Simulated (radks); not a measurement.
Question: Tb2+, 63 electrons, occupied as [Kr] 4d10 4f10 5s2 5p5 (not the ground configuration). Calculated with a radial shooting solver on a logarithmic mesh with Libxc functionals: scalar-relativistic Kohn-Sham, exchange-only B88, spin-unpolarised, spherical densities, finite nucleus; Fermi nuclear charge, rms radius 5.06 fm. Some entries of the table are withheld. Estimate them.

| orbital | occ. | eigenvalue (eV) | r(max) (bohr) | <1/r> (bohr^-1) |
|---|---|---|---|---|
| 1s | 2 | -51868.83 | 0.01364 | 73.09 |
| 2s | 2 | -8606.739 | 0.07750 | (1) |
| 2p | 6 | -7650.201 | 0.06279 | (2) |
| 3s | 2 | -1915.440 | 0.2197 | 6.237 |
| 3p | 6 | (3) | 0.2157 | 5.856 |
| 3d | 10 | -1235.693 | 0.1763 | (4) |
| 4s | 2 | -386.6303 | 0.5048 | 2.625 |
| 4p | 6 | -289.6181 | 0.5271 | 2.408 |
| 4d | 10 | -156.4655 | 0.5473 | 2.117 |
| 5s | 2 | -59.5543 | 1.188 | 0.9903 |
| 5p | 5 | -37.1681 | 1.359 | 0.8245 |
| 6s | 0 | -13.8577 | 3.131 | 0.3609 |
| 4f | 10 | -13.4804 | 0.5604 | 1.461 |
| 5d | 0 | -12.7787 | 2.006 | (5) |

Answer: 
(1) 2s <1/r> (bohr^-1): 16.97
(2) 2p <1/r> (bohr^-1): 15.81
(3) 3p eigenvalue (eV): -1620.383
(4) 3d <1/r> (bohr^-1): 5.556
(5) 5d <1/r> (bohr^-1): 0.4980
